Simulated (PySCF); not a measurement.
CH3BrMgS, SMILES C[S][Mg][Br]. Atoms are numbered in the order given.

```xyz
7

Mg     0.2617    -0.2483     0.0000
Br    -0.0913     2.0884     0.0000
S      0.6574    -2.5256     0.0000
C     -1.0489    -3.2407     0.0000
H     -1.6218    -2.9606     0.9049
H     -0.9262    -4.3407     0.0000
H     -1.6218    -2.9606    -0.9049
```
Charge 0, spin multiplicity 1.

Geometry optimised at PBE-D3(BJ)/def2-SVP. The structure was generated by enumeration; whether it is a known compound was not checked. The values are those of a single conformer.

Computed with PBE-D3(BJ)/def2-SVP (PySCF 2.14.0).

Frequencies are harmonic and unscaled.

Computed normal modes with their intensities:
```
mode  ν (cm⁻¹)  IR (km/mol)  moving atoms (share of kinetic energy)
----  --------  -----------  --------------------------------------
1           64          8.4        C 36 %, Mg 35 %, H 16 %, Br 12 %
2           68          1.9                          H 89 %, Mg 9 %
3          114         26.7                 Mg 70 %, S 15 %, H 10 %
4          161         19.4  Mg 46 %, C 22 %, S 15 %, Br 9 %, H 8 %
5          244          2.1                         S 58 %, Br 31 %
6          525         88.1                         Mg 78 %, S 16 %
7          683          6.4                   C 60 %, S 31 %, H 9 %
8          918          7.5                          H 85 %, C 14 %
9          932          8.6                          H 83 %, C 15 %
10        1284         22.2                          H 88 %, C 12 %
11        1404          6.7                                  H 95 %
12        1408          5.8                                  H 95 %
13        2980         26.2                                  H 98 %
14        3083          3.0                          H 90 %, C 10 %
15        3085          1.1                          H 90 %, C 10 %
```
